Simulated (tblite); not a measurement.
Species: C5H9O2S (doublet state).
Cartesian coordinates in Å at the GFN2-xTB level; atoms count from 1:
```
atom  x, y, z in Å
C1    -2.3036   -1.2040   -0.0122
C2    -0.9587   -0.9907   -0.6185
C3    -0.1550    0.0419   -0.4418
C4    -0.3259    1.2890    0.4074
O5     0.3508    1.2291    1.5552
S6     1.5021    0.0005   -1.2398
C7     2.4419    0.0948    0.3181
O8     1.6896    1.2704   -1.9337
H9    -2.3226   -2.1638    0.5017
H10   -3.0591   -1.2347   -0.7970
H11   -2.5560   -0.4219    0.6979
H12   -0.6299   -1.7873   -1.2762
H13   -1.4100    1.3510    0.6291
H14   -0.0665    2.1721   -0.2103
H15    3.3674    0.6359    0.1530
H16    1.8005    0.6418    1.0568
H17    2.6280   -0.9119    0.6753
```

Method: GFN2-xTB as coded in tblite; computed harmonic values from a numerical Hessian at the method's own geometry, unscaled. This tight-binding method is rough: wavenumbers can miss measured ones by several per cent, in bad cases by 10 to 20. One conformer, not necessarily the lowest. Open shells enter through the occupations alone, without spin polarisation, and single modes of such species can be off by tens of per cent.

Harmonic wavenumbers (cm⁻¹): 56.2, 96.1, 103.4, 165.6, 223.3, 262.5, 264.9, 268.3, 332.6, 345.2, 384.4, 440.5, 580.9, 645.2, 685.1, 818.4, 864.2, 897.5, 917.1, 957.9, 1013.7, 1024.0, 1102.6, 1122.2, 1136.9, 1178.6, 1255.6, 1283.9, 1311.3, 1370.2, 1381.3, 1394.4, 1401.5, 1457.7, 1470.4, 1715.3, 2479.7, 2733.7, 2786.3, 3005.9, 3022.4, 3028.6, 3055.5, 3055.6, 3074.0.

A = 2397, B = 1302, C = 1053 MHz; mass 133.032 u (most abundant isotopes); point group C1, symmetry number 1; spin multiplicity 2.

Question: What is the zero-point energy?

Answer: ½Σν̃ = 28085 cm⁻¹ = 80.30 kcal/mol.

Question: Give the ideal-gas entropy at 400 K and 1 bar in the rigid-rotor, harmonic-oscillator model (classical rotation).

Answer: Translation 42.05, rotation 29.85, vibration 37.38, spin (R ln 2) 1.38: S = 110.7 cal/(mol K).

Question: And Cp and H(400 K) − H(0)?

Answer: Cp = 45.66 cal/(mol K), of which vibrations give 37.71 (their classical limit is 45 R = 89.4); H(400 K) − H(0) = 11.06 kcal/mol without the zero-point energy, 7.88 from vibrations.

Question: Which modes carry the vibrational entropy at 400 K?

Answer: 56.2 cm⁻¹: 5.17; 96.1 cm⁻¹: 4.11; 103.4 cm⁻¹: 3.96; 165.6 cm⁻¹: 3.05; 223.3 cm⁻¹: 2.48; 262.5 cm⁻¹: 2.17 cal/(mol K); the other 39 give 16.45 together.

Question: What must be added to the electronic energy to get the Gibbs energy at 400 K and 1 bar?

Answer: ZPE + [H(400 K) − H(0)] − T·S = 80.30 + 11.06 − 44.26 = 47.10 kcal/mol.

Hindered rotation and anharmonicity are outside this model. Other conformers, if any are populated, would add a mixing term that is left out. The structure is chiral; the term R ln 2 for an equal mix with its mirror image is left out.
